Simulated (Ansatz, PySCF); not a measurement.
Spin states of H2O2Re (SMILES [OH][Re][OH]), each relaxed with B3LYP-D3(BJ)/def2-TZVP.
State 1 (charge 0, multiplicity 4):
```
atom    x (Å)    y (Å)    z (Å)
----  -------  -------  -------
Re     0.1481  -0.2550   0.1316
O      1.4765  -0.0733  -1.1885
H      1.7403   0.7460  -1.6232
O     -1.3986  -0.5328   1.1662
H     -2.0200   0.1448   1.4568
```
State 2 (charge 0, multiplicity 2):
```xyz
5

Re    -0.0095     0.0024    -0.0106
O      1.3663     0.2237    -1.1443
H      2.0974     0.3457    -1.7489
O     -1.3866    -0.2152     1.1222
H     -2.1213    -0.3268     1.7245
```

| level | energy of the multiplicity-2 state less that of the multiplicity-4 state (kJ/mol) | cost |
|---|---|---|
| PBE/def2-TZVPP | 8.0 | ×1 |
| BLYP/def2-TZVPP | -3.4 | ×1 |
| BLYP-D3(BJ)/def2-TZVPP | -3.2 | ×1 |
| r2SCAN/def2-TZVPP | 16.9 | ×5 |
| r2SCAN-D3(BJ)/def2-TZVPP | 17.0 | ×5 |
| r2SCAN-D4/def2-TZVPP | 16.9 | ×5 |
| B3LYP/def2-TZVPP | 0.3 | ×0.7 |
| B3LYP-D3(BJ)/def2-TZVPP | 0.4 | ×0.7 |
| B3LYP-D4/def2-TZVPP | 0.1 | ×0.7 |
| PBE0-D3(BJ)/def2-TZVPP | 15.9 | ×2 |
| PBE0-D4/def2-TZVPP | 15.7 | ×2 |
| wB97X-V/def2-TZVPP | -3.5 | ×5 |
| B2PLYP/def2-TZVPP | 3.5 | ×2 |
| B2PLYP-D3(BJ)/def2-TZVPP | 3.6 | ×2 |

The rows run from -3.5 (wB97X-V/def2-TZVPP) to 17.0 kJ/mol (r2SCAN-D3(BJ)/def2-TZVPP). The dispersion term adds 0.1 in BLYP-D3(BJ), 0.0 in r2SCAN-D3(BJ), 0.0 in r2SCAN-D4. The 6 functionals in def2-TZVPP without D3 or D4 span 20.5, from wB97X-V to r2SCAN.

Singlets are restricted, other states unrestricted; no spin–orbit coupling, no relativity up to Kr; see below for the cores. The largest T1 diagnostic is 0.034.

Correlated levels freeze the inner cores; with def2 sets outer-core shells near the valence are correlated too.

Doubts at one or more of the structures used: a spin-contaminated determinant (r2SCAN/def2-TZVPP, r2SCAN-D3(BJ)/def2-TZVPP, r2SCAN-D4/def2-TZVPP); the program's own flag: asymmetric forces (PBE0-D3(BJ)/def2-TZVPP, PBE0-D4/def2-TZVPP).

Run with Ansatz (a first-principles code) with Gaussian orbitals; PySCF for the dispersion terms.  In def2 rows elements past Kr take small-core potentials, without spin–orbit coupling.

Costs are rough ratios of core time to PBE/def2-TZVPP (about 60 s over the structures, on one shared machine); a dash marks a level with no comparable run of its own.
